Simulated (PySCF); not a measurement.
A homologous series of growing length: n-germane mercapto/mercapto. Isolated molecules, 0 K electronic values unless said otherwise. One relaxed conformer stands for each flexible species; it need not be the lowest. Strings in code marks are SMILES. All members: neutral, multiplicity 1. Level: B3LYP-D3(BJ)/def2-TZVP // B3LYP-D3(BJ)/def2-SVP (PySCF). B3LYP has the VWN-RPA correlation part, as in Gaussian. 

| species | n (atoms other than H) | 1/n | HOMO–LUMO gap (eV) |
|---|---|---|---|
| `[SH][GeH2][GeH2][GeH2][GeH2][GeH2][GeH2][SH]` | 8 | 0.1250 | 4.97 |
| `[SH][GeH2][GeH2][GeH2][GeH2][GeH2][SH]` | 7 | 0.1429 | 5.25 |
| `[SH][GeH2][GeH2][GeH2][GeH2][SH]` | 6 | 0.1667 | 5.20 |
| `[SH][GeH2][GeH2][GeH2][SH]` | 5 | 0.2000 | 5.30 |
| `[SH][GeH2][GeH2][SH]` | 4 | 0.2500 | withheld |
| `[SH][GeH2][SH]` (H–S–Ge–S torsion -140°, S–Ge–S–H torsion -140°) | 3 | 0.3333 | 6.34 |

Q: Fit HOMO–LUMO gap = a + b·x to the 5 complete rows by least squares, with x = 1/n. Give a, b and the rms residual, and predict the withheld value.

A: Means of the 5 rows: x̄ = 0.19358, ȳ = 5.412 eV. Σ(x − x̄)² = 0.027557 and Σ(x − x̄)(y − ȳ) = 0.17316, so b = 6.284 and a = ȳ − b·x̄ = 4.196 eV. The rms residual is 0.102 eV. At x = 0.25 the line gives 5.77 eV. The run for `[SH][GeH2][GeH2][SH]` gave 5.65 eV, so the line is off by 0.12 eV, within twice the rms residual.

Codes: PySCF.
